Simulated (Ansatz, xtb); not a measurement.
# Relaxing a trial structure of C2H7B2+

The starting geometry of this gas-phase singlet was built from a drawn formula by distance geometry and a force field; its bonds are those of `[BH+]B(C)C`.

| atom | x (Å) | y (Å) | z (Å) |
| --- | --- | --- | --- |
| C | -1.1783 | 1.4743 | 0.0033 |
| C | -0.1449 | -0.8133 | 1.1226 |
| B | -2.7265 | -0.0339 | 1.8377 |
| B | -1.3912 | -0.0339 | 0.5099 |
| H | -2.4486 | 0.6065 | 2.9219 |
| H | -0.8915 | 2.1226 | 0.8746 |
| H | -2.2094 | 1.8420 | -0.3399 |
| H | -0.4662 | 1.4898 | -0.8156 |
| H | -0.4794 | -1.8315 | 1.4208 |
| H | 0.2277 | -0.2748 | 2.0121 |
| H | 0.6696 | -0.8391 | 0.3619 |

Q: Predict what it relaxes into with r2SCAN-D4/def2-SVP.

A: It rearranges to `C[B+]BC`. Contacts that open: C2–B4 (1.59 → 2.87 Å). Contacts that close: C2–B3 (2.79 → 1.53 Å).

The energy falls by 2.66 eV over 47 steps:

```json
{"step": "1", "E − E(last) (eV)": "2.658"}
{"step": "6", "E − E(last) (eV)": "0.959"}
{"step": "11", "E − E(last) (eV)": "0.930"}
{"step": "16", "E − E(last) (eV)": "0.835"}
{"step": "21", "E − E(last) (eV)": "0.734"}
{"step": "27", "E − E(last) (eV)": "0.728"}
{"step": "32", "E − E(last) (eV)": "0.569"}
{"step": "37", "E − E(last) (eV)": "0.072"}
{"step": "42", "E − E(last) (eV)": "0.007"}
{"step": "47", "E − E(last) (eV)": "0.000"}
```

Final geometry (Å):

```yaml
atoms:
  - { symbol: C, position_ang: [-1.2377, 2.2393, -0.2582] }
  - { symbol: C, position_ang: [-0.3603, -1.3699, 1.8375] }
  - { symbol: B, position_ang: [-1.4544, -0.3253, 1.5843] }
  - { symbol: B, position_ang: [-1.3015, 1.0303, 0.5780] }
  - { symbol: H, position_ang: [-2.5686, -0.4311, 2.0468] }
  - { symbol: H, position_ang: [-1.1763, 3.1348, 0.3978] }
  - { symbol: H, position_ang: [-2.1554, 2.3385, -0.8733] }
  - { symbol: H, position_ang: [-0.3513, 2.2352, -0.9219] }
  - { symbol: H, position_ang: [-0.4542, -1.8767, 2.8103] }
  - { symbol: H, position_ang: [0.6808, -1.1086, 1.6099] }
  - { symbol: H, position_ang: [-0.6599, -2.1578, 1.0983] }
```

From the same start GFN2-xTB reaches the same bonding as this run.

No frequencies were run, so the end isn't proven a minimum. Run with Ansatz 0.2.0, 82 s on 2 threads of Arm Neoverse V1, with other jobs on the host.
